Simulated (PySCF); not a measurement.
ClK, charge +1, doublet, geometry from GFN2-xTB (such geometries of metal compounds can be far from the true shape) (a state made from the parent by changing its charge; the spin is typed, not shown lowest), atoms displaced at random by about 0.02 Å a coordinate. Base run: PBE/def2-SVP (PySCF).

PySCF was given this input:
```python
from pyscf import gto, scf, dft
from pyscf.geomopt import geometric_solver

mol = gto.Mole()
mol.atom = '''
    K    -0.00775211   -0.02064618   -1.54381620
    Cl    0.02265056   -0.02326401    1.72247301
'''
mol.basis = 'def2-svp'
mol.charge = 1
mol.spin = 1
mol.verbose = 3
mol.build()

def method(m):
    mf = dft.UKS(m)
    mf.xc = 'pbe'
    return mf

conv, mol_eq = geometric_solver.kernel(method(mol), maxsteps=100)
print('optimisation converged:', conv)
print(mol_eq.tostring(format='xyz'))
mf = method(mol_eq)
mf.kernel()
```

Each row names what was changed in the base input (with any setting that the change needs).

| change | ΔE vs base (kJ/mol) | optimiser steps | core-seconds (rough) |
|---|---|---|---|
| base | 0.00 | 4 | 10 |
| trust = 0.5 | 0.00 | 4 | 10 |
| convergence_set = GAU_TIGHT | 0.00 | 8 | 20 |
| convergence_set = TURBOMOLE | 0.00 | 4 | 10 |
| convergence_set = GAU_LOOSE | 0.00 | 4 | 10 |
| coordsys = hdlc | 0.00 | 2 | 10 |
| coordsys = dlc | 0.00 | 4 | 20 |

Open shells are given as the SCF converged; they aren't shown to be the lowest states, and a large step between rows can be another state.
